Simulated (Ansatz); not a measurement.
Ideal-gas functions of CH₃FIIn, SMILES `F[CH2][InH][I]` at 800 K and 1 bar, from an Ansatz frequency run at PBE0-D4/def2-TZVP.

Molar mass 275.75 g/mol, point group Cs (symmetry number 1), electronic degeneracy 1, moments of inertia 85.523, 750.285, 832.642 u Å². Harmonic wavenumbers (cm⁻¹, unscaled): 47, 54, 187, 232, 351, 439, 544, 678, 1055, 1241, 1254, 1459, 1862, 3053, 3115.

Use S(trans) = R[1.5 ln M + 2.5 ln T − 1.1517]; rotational temperatures θ = 24.2544 K / I; S(rot) = R[ln(√π/σ · √(T³/θAθBθC)) + 1.5]; for each mode x = 1.438777 ν̃/T, S = R[x/(eˣ − 1) − ln(1 − e⁻ˣ)] and H = RT x/(eˣ − 1); 1 cm⁻¹ = 0.0119627 kJ/mol; R = 8.31446 J/(mol·K).

**Question.** By hand: the entropy, in J/(mol·K).

**Answer.** Translation 199.5. Rotation: θ = 0.2836, 0.0323, 0.0291 K, giving 134.8. Vibration, mode by mode: 28.86, 27.71, 17.41, 15.64, 12.28, 10.49, 8.82, 7.16, 4.13, 3.18, 3.12, 2.33, 1.31, 0.22, 0.20, in all 142.9. Electronic 0.0. Sum 477.2 J/(mol·K).

**Question.** By hand: H − E and G − E in kJ/mol, counted from the electronic energy.

**Answer.** Zero-point energy ½ × 15571 × 0.0119627 = 93.1; thermal vibration 48.4; translation, rotation and pV give 4 RT = 26.6. H − E = 168.1 kJ/mol, and G − E = 168.1 − 800 × 477.2/1000 = -213.7 kJ/mol.

Vibration gives 30 % of the entropy, 56.6 J/(mol·K) of it from the modes under 150 cm⁻¹: soft modes count most, and the harmonic formula is weakest for them. The sum counts one conformer and one mirror image; others add a mixing term.
